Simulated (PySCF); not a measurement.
SbH at revPBE

Computed with revPBE; PySCF, scalar-relativistic core potentials, basis sets Sb def2-TZVP with ECP28, H def2-TZVP.

For SbH, the state is ³Σ⁻ (triplet), unpaired electrons π ↑↑ and the bond length is 1.736 Å. The harmonic wavenumber is 1849 cm⁻¹. The force constant is 2.01 mdyn/Å, the rotational constant Be is 5.593 cm⁻¹ and the anharmonicity ωexe is 29.9 cm⁻¹. The vibration–rotation constant αe is 0.148 cm⁻¹, the well depth De to Sb + H is 2.57 eV and the dissociation energy D0 is 2.45 eV. The bond order (Mayer) is 0.97 and the dipole moment (positive dipole means Sb(−)H(+)) is -0.31 D.

These are scalar-relativistic numbers at best; spin–orbit coupling would shift them, the dissociation energy most. The state was picked by a PBE0 search and need not be the measured ground state.
